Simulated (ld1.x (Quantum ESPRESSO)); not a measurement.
Varying the ultrasoft potential for K

Base potential:

| Property | Result |
| --- | --- |
| Element | potassium (K) |
| Generator | ld1.x (Quantum ESPRESSO) 7.5 |
| Type | ultrasoft |
| Functional | LDA (PZ) |
| Relativity | scalar-relativistic |
| Frozen core | [Ar] |
| Valence charge | 1 |
| Reference configuration | 3d0 4s0 4p1 |
| Partial waves | 4s (bound, empty): rcut 3.05, rcutus 3.20 bohr; 4s channel at 0.15 Ry: rcut 3.05, rcutus 3.20 bohr; 4p (bound): rcut 3.75, rcutus 4.50 bohr; 4p channel at 5.3 Ry: rcut 3.75, rcutus 4.50 bohr; 3d (bound, empty): rcut 3.95, rcutus 4.70 bohr; 3d channel at 0.3 Ry: rcut 3.95, rcutus 4.70 bohr |
| Local potential | all-electron potential smoothed inside 3.40 bohr (lloc = -1) |
| Core correction | none |
| Augmentation charge | PSQ, inside the norm-conserving radii |

All-electron outer shells of the reference configuration (LDA (PZ), scalar-relativistic, ld1.x):

| shell | level (eV) | outermost node (bohr) | outermost maximum (bohr) |
| --- | --- | --- | --- |
| 3s | -36.68 | 0.48 | 1.07 |
| 3p | -20.31 | 0.45 | 1.15 |
| 4s | -3.09 | 1.58 | 3.88 |
| 4p | -1.41 | 1.86 | 5.64 |
| 3d | -0.52 | – | 5.71 |

Cutoffs, loose and tight: the cutoffs (Ry, on a coarse ladder) from which the occupation-weighted sum of valence levels, in a spherical-Bessel basis at the reference potential, stays within 10 and 1 mRy of its value at 400 Ry. They do not see the model core or the augmentation charge, which bear on the density cutoff. Test errors are all-electron minus pseudo excitation energies from the reference, over the configurations 3d0 4s1 4p0; 3d0 4s0.5 4p0; 3d1 4s0 4p0; 3d0.5 4s0.5 4p0 (two spin-polarised tests are not counted in the largest error). A dash means not determined; rows that change the core or the reference have their own tests.

A true bound ghost makes a file unfit for plane-wave use even where its test errors are small: the radial tests pick states by their node count and pass the ghost by.

Cutoffs are not given where the Bessel-basis levels miss the radial ones by over 6 mRy, ghosts where they miss by over 20 mRy; a channel whose overlap is not positive is not tested.

A file whose overlap is not positive is unfit for use, and its test errors describe a broken file.

```tsv
change	outcome	bound ghosts	largest test error (meV)
base	generated, overlap not positive	p (s not tested, overlap not positive)	test run stopped at test 1 of 6 (negative rho)
waves 4p (bound): rcut 3.02, rcutus 3.20 bohr; 4p channel at 5.3 Ry: rcut 3.02, rcutus 3.20 bohr	failed: chargeps: negative rho	–	–
waves 4p (bound): rcut 3.62, rcutus 3.84 bohr; 4p channel at 5.3 Ry: rcut 3.62, rcutus 3.84 bohr	generated, overlap not positive	not determined (overlap not positive)	test run stopped at test 1 of 6 (negative rho)
waves 4p (bound): rcut 3.75, rcutus 4.48 bohr; 4p channel at 5.3 Ry: rcut 3.75, rcutus 4.48 bohr	generated, overlap not positive	p (s not tested, overlap not positive)	test run stopped at test 1 of 6 (negative rho)
waves 4p (bound): rcut 3.75, rcutus 5.12 bohr; 4p channel at 5.3 Ry: rcut 3.75, rcutus 5.12 bohr	generated, overlap not positive	not determined (overlap not positive)	test run stopped at test 1 of 6 (negative rho)
waves 4p (bound): rcut 3.75, rcutus 5.76 bohr; 4p channel at 5.3 Ry: rcut 3.75, rcutus 5.76 bohr	failed: chargeps: negative rho	–	–
waves 4p (bound): rcut 3.75, rcutus 6.82 bohr; 4p channel at 5.3 Ry: rcut 3.75, rcutus 6.82 bohr	failed: compute_chi: phi_in too large before r_c	–	–
```

Reading the sweep of the p radius (base included, trends over the rows without a ghost): Bound ghosts are found at 4.48, 4.5 bohr. Every judged row has one, so this setting neither creates nor removes them. The generation fails at 3.2, 5.76, 6.82 bohr.
